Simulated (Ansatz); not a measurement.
Reaction (silylene formation by 1,1-elimination): `F[SiH2]C[TeH]` → `[SiH2]` + `FC[TeH]`

Gas-phase electronic energies from Ansatz, PBE0-D4/def2-TZVP geometries. CBS: MP2 limit from def2 TZ/QZ plus the TZ coupled-cluster correction, frozen cores. This one scheme is used for every species. DFT in def2-TZVPP. B3LYP here is the variant with VWN-RPA as its local correlation; programs differ in this. def2 core potentials past Kr. For Te outer-core shells are correlated without core-valence functions, which leaves a few kJ/mol of doubt a bond. Each species was taken in one conformer, which may not be the lowest.

Problem. Is it downhill or uphill in electronic energy at CCSD(T)/CBS, and by how much? (Best estimate.)

Solution. The calculation gave: Uphill: ΔE = +4.94 eV.

Problem. What do these levels give: r2SCAN-D4, B3LYP-D4, PBE0, B3LYP, HF/def2-TZVPP, SCS-MP2/def2-TZVPP, CCSD(T)/def2-TZVPP, HF/def2-QZVPP, MP2/def2-QZVPP, HF/CBS(def2), MP2/CBS(def2), CCSD/CBS(def2)? (Estimate.)

Solution. The calculation gave: r2SCAN-D4 5.02, B3LYP-D4 4.74, PBE0 4.80, B3LYP 4.58, HF/def2-TZVPP 4.70, SCS-MP2/def2-TZVPP 4.97, CCSD(T)/def2-TZVPP 4.82, HF/def2-QZVPP 4.72, MP2/def2-QZVPP 5.24, HF/CBS(def2) 4.73, MP2/CBS(def2) 5.28, CCSD/CBS(def2) 4.91 eV.

Largest T1 diagnostic among the species: 0.014.

The D4 term adds +0.16 eV with B3LYP and +0.09 eV with PBE0; it sums over pairs of atoms, weighted by their polarisabilities, and B3LYP, whose exchange is more repulsive, gets the larger term. From PBE to PBE0 (25 % exact exchange), in def2-TZVPP and without D4, ΔE moves by +0.20 eV. In def2-TZVPP, CCSD(T) changes the Hartree–Fock value by +0.12 eV (the triples alone add +0.03 eV) and MP2 by +0.46 eV.
